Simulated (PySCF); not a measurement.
Ge(OMe)3(OSiH3), C₃H₁₂GeO₄Si, SMILES C[O][Ge]([O]C)([O]C)[O][SiH3], singlet, GFN2-xTB optimised geometry.

```
21

C      0.69     1.19     4.43
O      0.49     0.07     3.58
Ge    -0.87    -0.19     2.54
O     -0.66    -1.70     1.70
C      0.45    -2.05     0.90
O     -2.32    -0.25     3.48
C     -3.64    -0.39     2.98
O     -1.01     1.11     1.41
Si    -0.45     1.70     0.00
H      1.67     1.06     4.88
H     -0.07     1.22     5.22
H      0.65     2.12     3.87
H      0.23    -3.04     0.49
H      1.37    -2.10     1.49
H      0.59    -1.34     0.08
H     -3.87     0.40     2.26
H     -3.78    -1.36     2.51
H     -4.30    -0.30     3.84
H      1.02     1.70     0.00
H     -0.95     0.85    -1.09
H     -1.02     3.04     0.00
```

Density from PBE0/def2-SVP in PySCF at that geometry.

Minimum of the electron density along straight lines between bonded atoms, close to the bond critical point (lines longer than 1.1 times the sum of covalent radii, or with two minima, are not listed):

```tsv
bond	length / Å	ρ at the minimum / e bohr⁻³	∇²ρ there / e bohr⁻⁵	position (fraction from the first atom)
C1–O2	1.423	0.243	-0.35	0.34
O2–Ge3	1.732	0.152	0.80	0.53
Ge3–O4	1.734	0.151	0.80	0.47
O4–C5	1.420	0.245	-0.36	0.66
Ge3–O6	1.726	0.154	0.82	0.47
O6–C7	1.423	0.243	-0.35	0.66
Ge3–O8	1.737	0.146	0.80	0.47
O8–Si9	1.624	0.126	1.09	0.59
C1–H10	1.091	0.283	-1.09	0.64
C1–H11	1.090	0.283	-1.09	0.64
C1–H12	1.091	0.282	-1.07	0.63
C5–H13	1.091	0.283	-1.09	0.64
C5–H14	1.091	0.283	-1.09	0.64
C5–H15	1.092	0.281	-1.06	0.63
C7–H16	1.091	0.283	-1.08	0.63
C7–H17	1.090	0.283	-1.08	0.64
C7–H18	1.091	0.283	-1.09	0.64
Si9–H19	1.467	0.118	0.32	0.49
Si9–H20	1.466	0.118	0.32	0.49
Si9–H21	1.461	0.120	0.32	0.49
```
